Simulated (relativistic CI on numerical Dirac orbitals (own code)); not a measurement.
**Forbidden transitions in Tc¹⁶⁺**

These numbers are calculated, not measured: Dirac-Coulomb-Breit CI, separate exchange-only KLI orbitals for each configuration, QED by a radiative potential, unscaled Slater integrals (own radial code, finite nucleus).

Configurations in the expansion (outside the closed core [Ne]): 3s2.3p6.3d9, 3s2.3p5.3d10, 3s.3p6.3d10, 3s2.3p6.3d8.4s, 3s2.3p6.3d8.4p, 3s2.3p6.3d8.4d, 3s2.3p6.3d7.4s2, 3s2.3p6.3d8.4f, 3s2.3p6.3d7.4s.4p, 3s2.3p5.3d9.4s, 3s2.3p6.3d8.5s, 3s2.3p4.3d10.4s, 3s2.3p6.3d7.4p2, 3s2.3p6.3d8.5p, 3s2.3p6.3d7.4s.4d, 3s2.3p5.3d9.4p, 3s2.3p4.3d10.4p, 3s2.3p6.3d8.5d, 3s2.3p6.3d7.4p.4d, 3s2.3p6.3d8.5f, 3s2.3p6.3d8.5g, 3s2.3p4.3d10.4d, 3s2.3p5.3d8.4s2, 3s2.3p5.3d9.4d, 3s2.3p6.3d8.6s, 3s.3p5.3d10.4s, 3s2.3p6.3d7.4d2, 3s2.3p6.3d8.6p, 3s.3p6.3d9.4s, 3s2.3p5.3d8.4s.4p, 3s2.3p6.3d8.6d, 3s.3p5.3d10.4p, 3s.3p6.3d9.4p, 3s2.3p5.3d8.4p2, 3s2.3p5.3d9.4f, 3s2.3p5.3d8.4s.4d. Levels of other configurations are missing.

```tsv
λ vac (nm)	Lower	Upper	Type	A (s⁻¹)	E lower (cm⁻¹)	E upper (cm⁻¹)
4.6637	3s2.3p6.3d9 2D_5/2 [1]	3s2.3p6.3d8.4s 2G_9/2 [18]	E2	2.16e+07	0	2144226
4.6660	3s2.3p6.3d9 2D_5/2 [1]	3s2.3p6.3d8.4s 2P_3/2 [17]	E2	1.32e+07	0	2143180
4.6729	3s2.3p6.3d9 2D_5/2 [1]	3s2.3p6.3d8.4s 2P_1/2 [16]	E2	3.35e+07	0	2139998
4.6774	3s2.3p6.3d9 2D_5/2 [1]	3s2.3p6.3d8.4s 2D_5/2 [15]	E2	2.89e+06	0	2137931
4.7010	3s2.3p6.3d9 2D_5/2 [1]	3s2.3p6.3d8.4s 4P_3/2 [14]	E2	1.01e+07	0	2127191
4.7312	3s2.3p6.3d9 2D_3/2 [2]	3s2.3p6.3d8.4s 2G_7/2 [19]	E2	2.20e+07	30890	2144538
4.7342	3s2.3p6.3d9 2D_3/2 [2]	3s2.3p6.3d8.4s 2P_3/2 [17]	E2	3.10e+07	30890	2143180
4.7384	3s2.3p6.3d9 2D_5/2 [1]	3s2.3p6.3d8.4s 4F_3/2 [12]	E2	2.02e+07	0	2110397
4.7413	3s2.3p6.3d9 2D_3/2 [2]	3s2.3p6.3d8.4s 2P_1/2 [16]	E2	2.99e+07	30890	2139998
4.7425	3s2.3p6.3d9 2D_5/2 [1]	3s2.3p6.3d8.4s 4P_5/2 [11]	E2	3.07e+06	0	2108586
4.7460	3s2.3p6.3d9 2D_3/2 [2]	3s2.3p6.3d8.4s 2D_5/2 [15]	E2	1.58e+07	30890	2137931
4.7915	3s2.3p6.3d9 2D_5/2 [1]	3s2.3p6.3d8.4s 2F_5/2 [10]	E2	2.02e+07	0	2087013
4.8045	3s2.3p6.3d9 2D_5/2 [1]	3s2.3p6.3d8.4s 2F_7/2 [9]	E2	2.87e+07	0	2081391
4.8079	3s2.3p6.3d9 2D_5/2 [1]	3s2.3p6.3d8.4s 4F_3/2 [8]	E2	7.65e+06	0	2079897
4.8130	3s2.3p6.3d9 2D_3/2 [2]	3s2.3p6.3d8.4s 4P_5/2 [11]	E2	1.92e+07	30890	2108586
4.8605	3s2.3p6.3d9 2D_5/2 [1]	3s2.3p6.3d8.4s 4F_7/2 [6]	E2	2.46e+07	0	2057419
4.8635	3s2.3p6.3d9 2D_3/2 [2]	3s2.3p6.3d8.4s 2F_5/2 [10]	E2	1.23e+07	30890	2087013
4.8769	3s2.3p6.3d9 2D_3/2 [2]	3s2.3p6.3d8.4s 2F_7/2 [9]	E2	2.19e+06	30890	2081391
4.8871	3s2.3p6.3d9 2D_3/2 [2]	3s2.3p6.3d8.4s 4F_5/2 [7]	E2	2.47e+06	30890	2077090
4.9345	3s2.3p6.3d9 2D_3/2 [2]	3s2.3p6.3d8.4s 4F_7/2 [6]	E2	9.48e+05	30890	2057419
```

Terms are leading LS components. Brackets give the number of a level in order of energy, since labels repeat. The list gives strong lines, with weight on those to low levels, among the lowest 400 of 5380 levels, so that lines to higher ones, which can be the strongest, are missing. Levels whose partners in the same complex of configurations lie outside the list can be far off, and so can their lines. Rates are taken at the computed energies, electric ones in the length gauge.

At this charge energies of transitions that change n are usually good to better than 1 %, and those within a shell (Δn = 0) to a few per cent.

LS names give the leading component of a level, which can be under half, so a name can repeat, a term be missing and a line seem to break the LS rules.
